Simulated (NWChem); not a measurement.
System meant: C₅H₃Cl; SMILES C#CC=C=CCl

NWChem input:

```
start job
memory heap 200 mb stack 900 mb global 1100 mb
geometry units angstroms noautoz
  C      0.831387     3.340406    -0.186741
  C      0.120057     2.381106     0.089858
  C     -0.729650     1.293525     0.440226
  C     -0.638682     0.065734    -0.064804
  C     -0.567389    -1.147511    -0.561912
  Cl     0.401306    -2.425177     0.144429
  H      1.465731     4.179039    -0.437542
  H     -1.522700     1.500299     1.187934
  H     -1.112630    -1.459770    -1.468179
end
basis spherical
  C library def2-svp
  Cl library def2-svp
  H library def2-svp
end
dft
  xc b3lyp
  iterations 4
  mulliken
end
task dft energy
```

End of the output:

```
    Atom       Charge   Shell Charges
 -----------   ------   -------------------------------------------------------
    1 C    6     6.07   1.97  0.63  0.36  1.83  1.24  0.05
    2 C    6     6.00   1.97  0.63  0.30  1.84  1.18  0.08
    3 C    6     6.05   1.96  0.59  0.30  1.90  1.20  0.10
    4 C    6     5.98   1.97  0.65  0.30  1.83  1.16  0.08
    5 C    6     6.16   1.97  0.63  0.33  1.86  1.27  0.10
    6 Cl  17    16.89   2.00  1.96  1.05  0.78  5.82  2.26  2.99  0.04
    7 H    1     0.95   0.60  0.28  0.08
    8 H    1     0.94   0.62  0.25  0.07
    9 H    1     0.96   0.62  0.26  0.07

 center of mass
 --------------
 x =   0.03090900 y =  -0.12684923 z =   0.01642407

 moments of inertia (a.u.)
 ------------------
        1699.441236290283          -0.000000000000          -0.000000000000
          -0.000000000000         164.729985042064          -0.000000000000
          -0.000000000000          -0.000000000000        1784.265648077077

     Multipole analysis of the density
     ---------------------------------

     L   x y z        total         alpha         beta         nuclear
     -   - - -        -----         -----         ----         -------
     0   0 0 0     -0.000000    -25.000000    -25.000000     50.000000

     1   1 0 0     -0.320557     -0.160279     -0.160279     -0.000000
     1   0 1 0      0.334093      0.167046      0.167046     -0.000000
     1   0 0 1     -0.126961     -0.063481     -0.063481     -0.000000

     2   2 0 0    -29.234142    -50.626376    -50.626376     72.018609
     2   1 1 0      1.909831     -4.518720     -4.518720     10.947272
     2   1 0 1     -0.369804      0.590729      0.590729     -1.551262
     2   0 2 0    -28.388923   -444.163477   -444.163477    859.938032
     2   0 1 1      0.733108     -1.736045     -1.736045      4.205197
     2   0 0 2    -29.958265    -28.285668    -28.285668     26.613071

 ------------------------------------------------------------------------
 dft energy failed                                                                                  0
 ------------------------------------------------------------------------
 ------------------------------------------------------------------------
  current input line :
    24: task dft energy
 ------------------------------------------------------------------------
 ------------------------------------------------------------------------
 This type of error is most commonly associated with calculations not reaching convergence criteria
 ------------------------------------------------------------------------
 For more information see the NWChem manual at https://nwchemgit.github.io

0:dft energy failed:Received an Error in Communication
```

Task: Can this run be used? If not, why, and what is the fix?

Result: The run did not converge; its last values are not results. Cause: the SCF was allowed too few iterations. This input runs:
```
start job
memory heap 200 mb stack 900 mb global 1100 mb
geometry units angstroms noautoz
  C      0.831387     3.340406    -0.186741
  C      0.120057     2.381106     0.089858
  C     -0.729650     1.293525     0.440226
  C     -0.638682     0.065734    -0.064804
  C     -0.567389    -1.147511    -0.561912
  Cl     0.401306    -2.425177     0.144429
  H      1.465731     4.179039    -0.437542
  H     -1.522700     1.500299     1.187934
  H     -1.112630    -1.459770    -1.468179
end
basis spherical
  * library def2-svp
end
dft
  xc b3lyp
  iterations 150
  mulliken
end
task dft energy
```
It converges to -652.12415 Ha (B3LYP/def2-SVP).
